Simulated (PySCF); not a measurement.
## `C1=C(CCC#C)C[C@@H]1N`, C8H11N

Geometry:
```
atom   x (Å)   y (Å)   z (Å)
  C1   4.486  -0.474  -0.371
  C2   3.309  -0.663  -0.264
  C3   1.880  -0.852  -0.137
  C4   1.154   0.498  -0.001
  C5  -0.316   0.306   0.093
  C6  -1.248   0.558   1.011
  C7  -2.375  -0.029   0.196
  N8  -3.461   0.867  -0.107
  C9  -1.279  -0.314  -0.892
 H10   5.520  -0.324  -0.464
 H11   1.674  -1.468   0.743
 H12   1.511  -1.380  -1.021
 H13   1.388   1.109  -0.879
 H14   1.513   1.022   0.887
 H15  -1.245   1.016   1.982
 H16  -2.802  -0.945   0.616
 H17  -3.103   1.744  -0.471
 H18  -4.082   0.462  -0.798
 H19  -1.115  -1.366  -1.123
 H20  -1.412   0.243  -1.820
```

Computed with PySCF 2.14.0, GIAO CAM-B3LYP/pcSseg-1 magnetisability, rotational g tensor and spin-rotation constants, non-relativistic, gas phase. Geometry: GFN2-xTB.

(1) Give the nuclear spin-rotation constants along the inertial axes (H = +C I·J) beside the isotropic shieldings.

Results:

(1) Rotational constants 7.4763, 0.6120, 0.5956 GHz. A star marks the isotopologue with that one atom substituted, in its own axes.
```csv
atom,isotope,Caa (kHz),Cbb (kHz),Ccc (kHz),mean (kHz),σ (ppm)
N8,14N,0.341,0.035,0.027,0.134,214.3
H10,1H,0.003,-0.069,-0.063,-0.043,30.4
H11,1H,-0.802,-0.064,0.011,-0.285,29.8
H12,1H,-0.761,0.016,-0.066,-0.270,29.4
H13,1H,-0.752,-0.066,0.016,-0.267,29.4
H14,1H,-0.727,0.023,-0.070,-0.258,29.2
H15,1H,-0.766,0.058,-0.064,-0.257,25.6
H16,1H,-0.672,-0.055,0.017,-0.237,28.1
H17,1H,-0.856,-0.072,0.002,-0.309,31.2
H18,1H,-0.567,-0.012,-0.075,-0.218,30.8
H19,1H,-0.738,-0.006,-0.039,-0.261,29.1
H20,1H,-0.836,-0.058,0.006,-0.296,30.3
C1,13C*,0.510,0.194,0.182,0.295,109.0
C2,13C*,0.171,0.231,0.213,0.205,95.0
C3,13C*,1.081,0.094,0.083,0.419,165.7
C4,13C*,1.189,0.115,0.104,0.469,148.0
C5,13C*,3.133,0.298,0.112,1.181,23.4
C6,13C*,2.720,0.279,0.113,1.037,40.7
C7,13C*,1.654,0.123,0.105,0.627,130.4
C9,13C*,1.216,0.142,0.099,0.486,139.2
```
For the geometry as given, no vibrational averaging.
